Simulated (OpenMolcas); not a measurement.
## Cu2+: effect of the metal basis and ligand basis

Cu2+ with 4 ligands (bromide) in tetrahedral coordination (Td) at 2.48 Å. A charge of +0.5 e stands 2.6 Å behind each ligand.

```yaml
Program: OpenMolcas 26.06
Method: CASSCF
Spin-orbit_coupling: RASSI with atomic mean-field integrals over the reference wave functions
```

Fixed: active space 9 electrons in 5 orbitals (3d), DKH2 Hamiltonian.

States (labels of Td). Energies in cm-1 above the lowest state or level, χT in cm3 K/mol; under a threefold ground state the first gap can be a small split of the lowest multiplet, not the spin-orbit step; 10Dq is the gap between the two states; 10Dq is negative for this site.

```csv
Run,Metal basis,Ligand basis,Ground state,First state of that spin,10Dq,First gap with spin-orbit (degeneracies),χT at 300 K,Cost
A,ANO-RCC-VDZP,ANO-RCC-VDZP,2T2,2E 1502,-1502,"574.4 (2, 4)",1.068,roughly 19 core-seconds
B,ANO-RCC-VTZP,ANO-RCC-VTZP,2T2,2E 1474,-1474,"569.0 (2, 4)",1.083,roughly 3 core-minutes
```

Against A, |10Dq| changes by -1.9 % in B.

Costs are those of the RASSCF and RASSI steps.

An orbital triplet at a regular site is open to Jahn-Teller coupling, which can distort the site and quench the lowest spin-orbit gaps and is left out. Ligand-to-metal charge-transfer states are missing. With metal d orbitals alone and no dynamic correlation the field as a rule comes out too small, by tens of per cent, by up to half for chloride and softer ligands, and with too little covalency χT stands high. No measured value stands beside these numbers; the geometry is a model, was not optimised and need not be the one that this ion takes.
